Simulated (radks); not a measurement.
Valence configurations of La2+ (all share [Xe]). Calculated with a radial shooting solver on a logarithmic mesh with Libxc functionals: Dirac Kohn-Sham, PBEsol, spin-unpolarised, spherical densities, point nucleus; open shells fill j = l - 1/2 first. Energies are relative to 5d1; eigenvalues in eV.

valence      E (eV)  e(4f5/2)  e(5d3/2)  e(6p1/2)  e(6s1/2)
4f1          -0.403   -11.958         -         -         -
5d1           0.000         -   -14.769         -         -
6s1           1.647         -         -         -   -14.639
5d0.5 6p0.5   2.458         -   -15.980   -10.872         -
6p1           5.108         -         -   -11.664         -

NIST lists [Xe] 5d1 as the ground configuration; this level of theory puts 4f1 lower, by 0.403 eV. The energies are those of spherical spin-averaged densities, not of single terms.
